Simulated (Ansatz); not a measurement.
Total energies of ClFH₃NOZr, SMILES `[NH2][Zr]([OH])([F])[Cl]`.

```xyz
8

N     1.3217    0.2890    0.6766
Zr   -0.5026    0.2962   -0.1767
O    -0.7236   -1.4174   -0.9755
F    -0.5820    1.7480   -1.4133
Cl   -2.1573    0.6799    1.4801
H     1.8965   -0.5272    0.8341
H     1.8084    1.1066    1.0200
H    -1.0611   -2.1751   -1.4454
```

Charge 0, multiplicity 1. Correlated methods include outer-core shells of Zr, which these sets cover unevenly. Zr takes the def2 core potential. All single points use the PBE0-D4/def2-TZVP geometry. It is one conformer, not always the lowest. Basis def2-TZVPP, Ansatz.

RPA on PBE orbitals: Hartree–Fock energy of these orbitals -736.85723 Eh, correlation -1.90121 Eh (frozen core).

| functional | energy without D4 (Eh) | D4 term (kJ/mol) |
| --- | --- | --- |
| LDA (SPW92) | -736.06614 | – |
| PBE | -738.87443 | -17.3 |
| revPBE | -739.16478 | -41.2 |
| BLYP | -739.22598 | -35.7 |
| r2SCAN | -739.17772 | -4.3 |
| B3LYP | -739.32268 | -27.8 |
| r2SCANh | -739.14469 | -4.6 |
| r2SCAN0 | -739.09702 | -5.1 |
| HSE06 (plane-wave form) | -738.86235 | -14.2 |
| CAM-B3LYP | -739.19577 | -15.5 |
| LC-ωPBE | -739.04545 | – |
| ωB97X-V | -739.10868 | – |
| B2PLYP | -738.93395 | – |
| PBE-QIDH | -738.71306 | – |

Question: Give the same for B97M-V, PBE0, BHLYP, ωB97M-V. (An estimate is asked.)

Answer: The calculation gave: 
```json
{"functional": "B97M-V", "energy without D4 (Eh)": "-739.11110", "D4 term (kJ/mol)": "–"}
{"functional": "PBE0", "energy without D4 (Eh)": "-738.88138", "D4 term (kJ/mol)": "-14.9"}
{"functional": "BHLYP", "energy without D4 (Eh)": "-739.08684", "D4 term (kJ/mol)": "-24.6"}
{"functional": "ωB97M-V", "energy without D4 (Eh)": "-739.11333", "D4 term (kJ/mol)": "–"}
```

B3LYP takes the VWN-RPA correlation (the form of Gaussian; ORCA's B3LYP/G). HSE06 is the plane-wave form, built on full-range PBE exchange. The double hybrids freeze the cores in their second-order part.

LC-ωPBE has ω = 0.4 bohr⁻¹.
